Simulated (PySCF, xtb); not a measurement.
C₃H₈Si, SMILES C1C[SiH2]C1.

Harmonic wavenumbers (cm⁻¹) from xtb 6.7.1 with GFN2-xTB at its own minimum, in rising order: 76, 431, 449, 528, 613, 678, 717, 723, 774, 816, 874, 990, 1002, 1051, 1170, 1187, 1210, 1223, 1288, 1474, 1478, 1503, 2250, 2258, 2977, 2996, 2999, 3007, 3012, 3017.

Task: What does PBE-D3(BJ)/def2-SVP in PySCF 2.14.0 give at its own minimum? (An estimate is asked for; the answer gives what the named calculation found.)

Result: 153, 394, 489, 525, 626, 653, 715, 781, 803, 870, 901, 925, 944, 953, 1036, 1106, 1167, 1196, 1242, 1361, 1381, 1416, 2138, 2153, 2968, 3000, 3000, 3023, 3075, 3075. Paired by order, the mean absolute difference is 53 cm⁻¹ and the zero-point energies are 61.1 and 60.1 kcal/mol.
